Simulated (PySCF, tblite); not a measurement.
Problem. What does the GFN2-xTB structure of `[H]/P=C(\F)[Si](C)(C)C` look like in three dimensions?

Solution. 
Z-matrix in Å and degrees, rows numbered from 1:
```
C 
Si  1  1.9054
C   2  1.9003  1  112.18
C   2  1.9060  1  110.54  3  -126.03
C   2  1.9084  1  107.85  3   116.74
F   5  1.3624  2  114.57  1    57.91
P   5  1.6829  2  126.73  1  -122.64
H   1  1.0861  2  111.03  3  -171.00
H   1  1.0861  2  111.53  3   -50.98
H   1  1.0856  2  111.07  3    69.23
H   3  1.0854  2  111.15  1    49.47
H   3  1.0850  2  111.40  1   -70.70
H   3  1.0857  2  111.14  1   169.05
H   4  1.0861  2  111.35  1  -178.72
H   4  1.0856  2  111.29  1    61.03
H   4  1.0860  2  111.02  1   -58.82
H   7  1.4049  5   95.82  2  -179.43
```

Si2 (four-coordinate silicon) is tetrahedral (angles from 106.3° to 112.2°).

Computed geometry: GFN2-xTB, gas phase.

Point group: near Cs, missed by 0.31 Å at most; the miss may be what the optimiser left on a soft mode. Its GFN2-xTB frequencies are all real (lowest 18 cm⁻¹).
